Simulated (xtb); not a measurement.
Cd(H)(GeH3) (CdGeH₄), SMILES [GeH3][CdH]. All values are semi-empirical tight-binding results from xtb (GFN2-xTB unless named), good for trends rather than for accurate numbers. The structure is a stationary point at GFN2-xTB.

For metal compounds this method's bond lengths and energies can be far off.

Computed properties:
```yaml
orbital_gap: 5.23 eV
zero_point_energy: 15.3 kcal/mol
G − E(el) at 298.15 K (modified RRHO): -3.9 kcal/mol
```
